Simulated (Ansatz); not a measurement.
Molecule: CSi, charge 0, multiplicity 3. SMILES: [C]=[Si]
Structure (B3LYP-D3(BJ)/def2-TZVP (Ansatz, an electronic-structure program) minimum search):
```
Si
C 1 1.7136
```
Charge 0, spin multiplicity 3.

Property: atomisation energy (electronic, to ground-state atoms), in kJ/mol. Valence correlation only, unless marked. UHF or UKS for open shells. Spin-orbit coupling is left out. Non-relativistic. The coupled-cluster limit lacks core correlation, which all-electron functionals hold. CBS marks a two-point X^-3 extrapolation of the correlation energy; Hartree-Fock from the larger set (for Q and 5 zeta extrapolated as (X+1)exp(-9√X)).

```csv
level,program,atomisation energy (kJ/mol)
HF/aug-cc-pV(T+d)Z,Ansatz,256.3
HF/cc-pV(T+d)Z,Ansatz,256.1
PBE0-D4/def2-TZVP,Ansatz + dftd4,428.9
r2SCANh-D4/def2-TZVPD,Ansatz + dftd4,425.7
CAM-B3LYP/def2-TZVPD,Ansatz,407.2
B2GP-PLYP-D4/def2-TZVPD,Ansatz + dftd4,399.1
MP2/cc-pV(T+d)Z,Ansatz,358.9
MP2/cc-pwCVTZ,Ansatz,360.3
RI-MP2/def2-TZVPP,Ansatz,360.7
RI-MP2/def2-QZVPP,Ansatz,369.5
"RI-MP2/CBS(cc-pV(T+d)Z,cc-pV(Q+d)Z)",Ansatz,375.2
CCSD(T)/6-31G*,Ansatz,374.3
CCSD(T)/aug-cc-pV(T+d)Z,Ansatz,401.4
CCSD(T)/cc-pV(Q+d)Z,Ansatz,411.1
"CCSD(T)/CBS(cc-pV(Q+d)Z,cc-pV(5+d)Z)",Ansatz,419.9
```

The UHF reference is spin-contaminated (<S^2> 0.53 over the pure value in the largest basis). The T1 diagnostic of CCSD in the largest basis is 0.092, which is high, so the coupled-cluster rows are less sure than usual.
